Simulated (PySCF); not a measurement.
From a log to its input

A PySCF 2.14 run on the atoms N 0 0 0 (angstrom) printed this (some set-up lines and the per-cycle HOMO/LUMO lines with their warnings removed):

```
PySCF version 2.14.0


nuclear repulsion = 0
number of shells = 4
number of NR pGTOs = 46
number of NR cGTOs = 30
basis = pcseg-2
ecp = {}

******** <class 'pyscf.scf.rohf.ROHF'> ********
method = ROHF
initial guess = minao
damping factor = 0
level_shift factor = 0
DIIS = <class 'pyscf.scf.diis.CDIIS'>
SCF conv_tol = 1e-09
SCF max_cycles = 50
num. doubly occ = 2  num. singly occ = 1
init E= -53.7886824658862

cycle= 1 E= -52.5519228117842  delta_E= 1.24  |g|= 0.765  |ddm|= 0.666
cycle= 2 E= -52.8085417402408  delta_E= -0.257  |g|= 0.0648  |ddm|= 0.552
cycle= 3 E= -52.8096772932693  delta_E= -0.00114  |g|= 0.0097  |ddm|= 0.0764
cycle= 4 E= -52.8096970141708  delta_E= -1.97e-05  |g|= 0.00052  |ddm|= 0.0135
cycle= 5 E= -52.809697208009  delta_E= -1.94e-07  |g|= 9.3e-05  |ddm|= 0.000637
cycle= 6 E= -52.8096972107982  delta_E= -2.79e-09  |g|= 8.3e-06  |ddm|= 8.18e-05
cycle= 7 E= -52.8096972108253  delta_E= -2.71e-11  |g|= 2.8e-07  |ddm|= 8.03e-06
Extra cycle  E= -52.8096972108254  delta_E= -8.53e-14  |g|= 5.73e-08  |ddm|= 3.75e-07
converged SCF energy = -52.8096972108254

WARN: System has nonzero charge 2; the dipole moment is origin-dependent.
Location of origin: [0. 0. 0.]

Dipole moment(X, Y, Z, Debye):  0.00000, -0.00000,  0.00000
orbital energies (hartree): [-17.1261  -2.0722  -1.3197  -1.0195  -1.0195  -0.3382]
```

**Question.** Write the input that gave this log.

**Answer.** The input was:

```python
from pyscf import gto, scf

mol = gto.M(
    atom='N 0 0 0',
    basis='pcseg-2',
    charge=2,
    spin=1,
    verbose=4,
)
mf = scf.ROHF(mol)
mf.kernel()
mf.dip_moment()
print('orbital energies (hartree):', mf.mo_energy[..., max(0, mol.nelec[1]-3):mol.nelec[0]+3].round(4))
```

No search for the lowest solution was made.
